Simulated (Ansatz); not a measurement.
The inner images of a band of BClFH₄N (8 atoms, charge 0, multiplicity 1) are given out of order.

All numbers below come from RKS PBE-D4/def2-SVP (Ansatz).

Initial state:

```xyz
8
Properties=species:S:1:pos:R:3
B 0.007 -0.163 0.160
F 0.222 0.652 1.255
H 0.952 -0.276 -0.616
Cl -1.614 0.162 -0.701
N -0.235 -1.670 0.811
H -0.398 -2.362 0.065
H 0.572 -1.974 1.379
H -1.076 -1.649 1.410
```

Final state:

```xyz
8
Properties=species:S:1:pos:R:3
B -0.021 -0.620 -0.364
F -0.437 0.314 2.269
H 1.034 -0.046 -0.504
Cl -1.465 -0.057 -1.208
N -0.106 -1.767 0.463
H -0.940 -2.360 0.482
H 0.738 -2.226 0.810
H -0.374 -0.518 1.815
```

Problem. Put them in order from the first end to the last, with their energies above the first end.
A.
```xyz
8
Properties=species:S:1:pos:R:3
B -0.037 -0.569 -0.217
F -0.393 0.374 1.926
H 1.025 -0.014 -0.366
Cl -1.481 -0.013 -1.074
N -0.117 -1.792 0.524
H -0.947 -2.386 0.449
H 0.735 -2.304 0.761
H -0.356 -0.575 1.761
```
B.
```xyz
8
Properties=species:S:1:pos:R:3
B -0.056 -0.441 -0.034
F -0.356 0.336 1.613
H 1.040 -0.016 -0.322
Cl -1.459 -0.010 -1.056
N -0.149 -1.759 0.681
H -0.950 -2.354 0.443
H 0.712 -2.310 0.749
H -0.352 -0.725 1.689
```
C.
```xyz
8
Properties=species:S:1:pos:R:3
B -0.059 -0.295 0.074
F -0.319 0.406 1.434
H 1.061 -0.045 -0.324
Cl -1.433 -0.008 -1.080
N -0.178 -1.724 0.766
H -0.973 -2.308 0.467
H 0.681 -2.292 0.794
H -0.352 -1.013 1.632
```
D.
```xyz
8
Properties=species:S:1:pos:R:3
B -0.043 -0.194 0.121
F -0.253 0.568 1.289
H 1.078 -0.090 -0.358
Cl -1.421 -0.027 -1.098
N -0.197 -1.699 0.798
H -1.004 -2.244 0.464
H 0.651 -2.282 0.806
H -0.383 -1.311 1.740
```
E.
```xyz
8
Properties=species:S:1:pos:R:3
B 0.000 -0.158 0.165
F 0.098 0.675 1.263
H 1.006 -0.239 -0.533
Cl -1.563 0.093 -0.820
N -0.229 -1.670 0.816
H -0.587 -2.311 0.093
H 0.639 -2.059 1.214
H -0.937 -1.610 1.565
```
F.
```xyz
8
Properties=species:S:1:pos:R:3
B -0.024 -0.154 0.160
F -0.160 0.698 1.241
H 1.072 -0.139 -0.390
Cl -1.449 -0.048 -1.042
N -0.209 -1.676 0.833
H -0.914 -2.204 0.297
H 0.669 -2.211 0.868
H -0.556 -1.545 1.796
```
G.
```xyz
8
Properties=species:S:1:pos:R:3
B -0.012 -0.154 0.165
F -0.034 0.691 1.259
H 1.044 -0.188 -0.459
Cl -1.510 0.021 -0.935
N -0.218 -1.674 0.824
H -0.758 -2.260 0.171
H 0.677 -2.137 1.040
H -0.760 -1.580 1.698
```

Solution. E (+0.01 eV), G (+0.03 eV), F (+0.04 eV), D (+0.16 eV), C (+0.79 eV), B (+1.37 eV), A (+1.17 eV).

The run took 3.5 min on 1 thread of Arm Neoverse V1, on a shared host, peak memory 0.11 GiB.
